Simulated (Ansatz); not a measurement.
Reaction (ligand exchange at the Si–C bond): `O[Si@H](F)C[Si@H](O)F` + H–F → `O[SiH](F)F` + `C[SiH](O)F`

Isolated molecules relaxed with PBE0-D4/def2-TZVP in Ansatz; ΔE leaves out vibrations. CCSD(T)/CBS is the MP2 limit (def2-TZVPP, def2-QZVPP) plus CCSD(T) − MP2 in def2-TZVPP, frozen cores. This one scheme is used for every species. Functionals use def2-TZVPP. B3LYP here is the variant with VWN-RPA as its local correlation; programs differ in this. One conformer a species, not always the lowest.

CCSD(T)/CBS gives -1.36 eV.

Task: Another level gave -1.38 eV. Which?
A. B3LYP/def2-TZVPP
B. ωB97X-V/def2-TZVPP
C. SCS-MP2/def2-TZVPP
D. PBE-D4/def2-TZVPP

Result: B. ωB97X-V -1.38, PBE-D4 -1.25, SCS-MP2/def2-TZVPP -1.44, B3LYP -1.55 eV.

Largest T1 diagnostic among the species: 0.012.

The D4 term adds +0.16 eV with B3LYP and +0.09 eV with PBE0; it sums over pairs of atoms, weighted by their polarisabilities, and B3LYP, whose exchange is more repulsive, gets the larger term. In def2-TZVPP, CCSD(T) changes the Hartree–Fock value by +0.36 eV (the triples alone add +0.05 eV) and MP2 by +0.37 eV.
